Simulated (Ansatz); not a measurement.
Consider the silylene formation by 1,1-elimination: `N[Si](F)(F)Cl` → F₂ + `N[Si]Cl`.

Calculated with Ansatz (gas phase, PBE0-D4/def2-TZVP geometries, no zero-point term in ΔE). CCSD(T)/CBS is frozen-core, at the limit of the def2 triple- and quadruple-zeta sets. Functionals use def2-TZVPP. One conformer a species, not always the lowest.

```csv
species,r2SCAN0 energy (Eh)
`N[Si](F)(F)Cl`,-1005.50882
F₂,-199.48138
`N[Si]Cl`,-805.64784
```

(1) Work out ΔE.

Largest T1 diagnostic among the species: 0.013.

Results:

(1) ΔE = (-199.48138) + (-805.64784) − (-1005.50882) = 0.37960 Eh = +238.2 kcal/mol. CCSD(T)/CBS gives +234.7 kcal/mol.

From r2SCAN to r2SCAN0 (25 % exact exchange), in def2-TZVPP and without D4, ΔE moves by +7.4 kcal/mol. In def2-TZVPP, CCSD(T) changes the Hartree–Fock value by −16.1 kcal/mol (the triples alone add −3.1 kcal/mol) and MP2 by −4.9 kcal/mol. At CCSD(T), def2-SVP lies −19.9 kcal/mol from the extrapolated value and def2-TZVPP −5.9 kcal/mol.
